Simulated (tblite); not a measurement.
Compound: C₃H₁₀P₂Se.
Numbering: `[CH3:1][P:2]([CH3:3])(=[Se:4])[CH2:5][PH2:6]` (hydrogens: H7, H8, H9 on C1; H10, H11, H12 on C3; H13, H14 on C5; H15, H16 on P6)

Computed with GFN2-xTB (tblite), gas phase: L-BFGS steps from a force-field or distance-geometry start until the largest atomic force falls under 0.01 eV/Å.

Geometry at step 12:
```
atom  x, y, z in Å
C1     -0.7961    1.6784   -0.0720
P2     -0.5712   -0.0897    0.3581
C3     -1.6469   -1.0678   -0.7528
Se4    -0.8320   -0.5271    2.3939
C5      1.1262   -0.5109   -0.2189
P6      2.2510    0.4348    0.9524
H7     -1.3881    1.7798   -0.9808
H8      0.1810    2.1488   -0.2071
H9     -1.3084    2.1661    0.7590
H10    -1.5094   -2.1136   -0.4742
H11    -2.6846   -0.7867   -0.5833
H12    -1.3699   -0.9156   -1.7949
H13     1.3097   -0.1824   -1.2482
H14     1.2796   -1.5922   -0.1192
H15     2.5381   -0.6491    1.7714
H16     3.4133    0.2361    0.2053
```

**Question.** What forces act on the atoms?

**Answer.** 
| atom | Fx (eV/Å) | Fy (eV/Å) | Fz (eV/Å) |
| --- | --- | --- | --- |
| C1 | -0.024 | 0.068 | -0.039 |
| P2 | 0.130 | -0.069 | 0.214 |
| C3 | 0.012 | 0.004 | -0.005 |
| Se4 | -0.073 | 0.017 | -0.119 |
| C5 | 0.247 | 0.017 | 0.109 |
| P6 | 0.100 | -0.048 | -0.084 |
| H7 | 0.018 | 0.010 | 0.014 |
| H8 | -0.064 | -0.053 | 0.039 |
| H9 | 0.011 | -0.053 | -0.065 |
| H10 | -0.074 | 0.017 | -0.045 |
| H11 | -0.010 | -0.024 | -0.016 |
| H12 | -0.060 | -0.003 | 0.005 |
| H13 | -0.126 | -0.059 | 0.095 |
| H14 | -0.022 | 0.146 | -0.118 |
| H15 | -0.057 | 0.067 | 0.043 |
| H16 | -0.008 | -0.036 | -0.028 |

The largest, 0.27 eV/Å, acts on C5; the rms over all components is 0.078 eV/Å. The forces sum to zero within rounding, as they must for an isolated molecule in no field.

**Question.** Give the force on C5 in Eh/bohr and in nN.

**Answer.** 0.271 eV/Å ÷ 51.422 = 0.00526 Eh/bohr, and 0.271 eV/Å × 1.602 = 0.43 nN.

**Question.** How far is this geometry from the end of the optimisation?

**Answer.** 0.124 eV above it, and 0.492 Å rms away after alignment. The bonds farthest from their final lengths, with half the difference of the two atoms' forces along the bond (positive lengthens):

| bond | now (Å) | final (Å) | force along bond (eV/Å) |
| --- | --- | --- | --- |
| C5–P6 | 1.879 | 1.867 | -0.12 |
| P2=Se4 | 2.099 | 2.091 | -0.16 |
| C1–P2 | 1.834 | 1.828 | +0.11 |
| P6–H16 | 1.396 | 1.392 | -0.06 |
| P2–C5 | 1.842 | 1.845 | +0.06 |
| C5–H14 | 1.097 | 1.093 | -0.09 |

The angle farthest from its final value is P2–C5–P6, 104.0° against 109.3°.

The cost below is that of the whole relaxation. The run took 0.65 s on Arm Neoverse V2, one thread, shared host.
